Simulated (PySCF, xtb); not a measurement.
H11NSi4, SMILES N[Si]([SiH3])([SiH3])[SiH3].

GFN2-xTB in xtb 6.7.1 at its own geometry gives an orbital gap of 3.51 eV and a dipole moment of 1.50 D.

Coordinates come from a r2SCAN-D4/def2-SVP optimisation. The values are those of a single conformer.

Q: What does M06-2X/def2-TZVP run with PySCF give? (The exact figures need the calculation; the answer reports its results.)

A: gap 8.01 eV (levels -8.00 and 0.01 eV), dipole 1.34 D.
